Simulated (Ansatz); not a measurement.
`C/N=C/[SeH]` + `CC=S` → `CC(=S)[SeH]` + `C=NC`  (formal exchange of groups at the Se–C bond)

Isolated molecules relaxed with PBE0-D4/def2-TZVP in Ansatz; ΔE leaves out vibrations. CCSD(T)/CBS is the MP2 limit (def2-TZVPP, def2-QZVPP) plus CCSD(T) − MP2 in def2-TZVPP, frozen cores. Functionals use def2-TZVPP. B3LYP here is the variant with VWN-RPA as its local correlation; programs differ in this. For Se outer-core shells are correlated without core-valence functions, which leaves a few kJ/mol of doubt a bond. Scalar relativity is left out up to krypton. Each species was taken in one conformer, which may not be the lowest.

```json
{"level": "PBE-D4", "ΔE (kJ/mol)": "-14.6", "difference from CCSD(T)/CBS": "-0.9"}
{"level": "r2SCAN-D4", "ΔE (kJ/mol)": "-14.5", "difference from CCSD(T)/CBS": "-0.8"}
{"level": "PBE0-D4", "ΔE (kJ/mol)": "-12.2", "difference from CCSD(T)/CBS": "1.5"}
{"level": "ωB97X-V", "ΔE (kJ/mol)": "-8.7", "difference from CCSD(T)/CBS": "5.0"}
{"level": "ωB97M-V", "ΔE (kJ/mol)": "-9.7", "difference from CCSD(T)/CBS": "4.0"}
{"level": "B2PLYP", "ΔE (kJ/mol)": "-10.8", "difference from CCSD(T)/CBS": "2.9"}
{"level": "PBE", "ΔE (kJ/mol)": "-11.7", "difference from CCSD(T)/CBS": "2.0"}
{"level": "r2SCAN", "ΔE (kJ/mol)": "-14.1", "difference from CCSD(T)/CBS": "-0.4"}
{"level": "B3LYP", "ΔE (kJ/mol)": "-7.4", "difference from CCSD(T)/CBS": "6.3"}
{"level": "SCS-MP2/def2-TZVPP", "ΔE (kJ/mol)": "-13.4", "difference from CCSD(T)/CBS": "0.3"}
{"level": "CCSD/def2-TZVPP", "ΔE (kJ/mol)": "-8.8", "difference from CCSD(T)/CBS": "4.9"}
{"level": "HF/def2-QZVPP", "ΔE (kJ/mol)": "-0.7", "difference from CCSD(T)/CBS": "13.0"}
{"level": "MP2/def2-QZVPP", "ΔE (kJ/mol)": "-18.1", "difference from CCSD(T)/CBS": "-4.4"}
{"level": "SCS-MP2/def2-QZVPP", "ΔE (kJ/mol)": "-14.3", "difference from CCSD(T)/CBS": "-0.6"}
{"level": "HF/CBS(def2)", "ΔE (kJ/mol)": "-0.7", "difference from CCSD(T)/CBS": "13.0"}
{"level": "MP2/CBS(def2)", "ΔE (kJ/mol)": "-19.1", "difference from CCSD(T)/CBS": "-5.4"}
{"level": "CCSD(T)/CBS", "ΔE (kJ/mol)": "-13.7", "difference from CCSD(T)/CBS": "0"}
```

Largest T1 diagnostic among the species: 0.016.

In def2-TZVPP, CCSD(T) changes the Hartree–Fock value by −10.7 kJ/mol (the triples alone add −2.8 kJ/mol) and MP2 by −16.0 kJ/mol. The D4 term adds −5.0 kJ/mol with B3LYP and −2.4 kJ/mol with PBE0; it sums over pairs of atoms, weighted by their polarisabilities, and B3LYP, whose exchange is more repulsive, gets the larger term.
